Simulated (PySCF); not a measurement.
Si(Vi)(OMe)2(NH2), SMILES C=C[Si](N)(OC)OC (GFN2-xTB optimised geometry):

```
19

C      1.529     0.023    -1.069
C      0.777     0.232     0.000
Si    -1.113     0.232     0.000
N     -1.621     1.883     0.000
O     -1.727    -0.533     1.306
C     -1.578    -0.170     2.647
O     -1.749    -0.538    -1.286
C     -1.725    -1.909    -1.568
H      2.609     0.023    -1.035
H      1.089    -0.155    -2.037
H      1.280     0.412     0.943
H     -1.260     2.481    -0.724
H     -2.609     2.056     0.110
H     -0.589    -0.454     3.014
H     -2.339    -0.699     3.223
H     -1.705     0.907     2.776
H     -2.328    -2.073    -2.462
H     -0.702    -2.247    -1.752
H     -2.141    -2.481    -0.737
```

Method: PBE0/def2-SVP in PySCF.

What are the frontier orbital energies and the dipole moment?

HOMO-2 -7.81 eV, HOMO-1 -7.73 eV, HOMO -7.31 eV, LUMO -0.02 eV, LUMO+1 1.86 eV; dipole moment 0.44 D.

On the same geometry PBE/def2-SVP run with PySCF gives HOMO-2 -6.22 eV, HOMO-1 -6.19 eV, HOMO -5.75 eV, LUMO -1.02 eV, LUMO+1 0.94 eV; dipole moment 0.38 D.

Meta-Löwdin charges at PBE0/def2-SVP: C1 -0.20, C2 -0.36, Si3 1.30, N4 -0.70, O5 -0.61, C6 -0.07, O7 -0.61, C8 -0.07, H9 0.10, H10 0.10, H11 0.11, H12 0.22, H13 0.22, H14 0.09, H15 0.11, H16 0.09, H17 0.11, H18 0.09, H19 0.10.
